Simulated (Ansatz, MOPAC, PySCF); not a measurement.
Dimer: H4Sn (SMILES [SnH4]) (first 5 atoms) with HF (SMILES F); geometry from B3LYP-D3(BJ)/def2-TZVP, rigid monomers moved along the line of their centres of mass till H3···H7 is 1.95 Å.
(charge 0, multiplicity 1):
```xyz
7

Sn     0.1492     0.2715     0.1369
H     -1.4909     0.3175    -0.3203
H      0.3453    -0.9630     1.3251
H      1.1387    -0.1504    -1.1863
H      0.6431     1.7522     0.8185
F     -1.1115    -0.7617     3.7777
H     -0.5764    -0.9681     3.0427
```

Counterpoise-corrected where a basis set is named; no monomer relaxation.

Frozen-core correlation. Filled d and f shells under p-block atoms count as core. The state reached by PM6 isn't checked.

Codes used: Ansatz (an electronic-structure program) with Gaussian orbitals; MOPAC for PM6 (differences of heats of formation); PySCF for the dispersion terms.  In def2 rows elements past Kr take small-core potentials, without spin–orbit coupling.

Problem. Give the interaction energy at the level MP2/def2-TZVPPD.

Solution. -1.8 kcal/mol

Problem. Give the interaction energy at the level PM6.

Solution. -1.0 kcal/mol

Problem. What is the computed interaction energy (PBE0-D3(BJ)/def2-TZVPPD)?

Solution. -2.4 kcal/mol
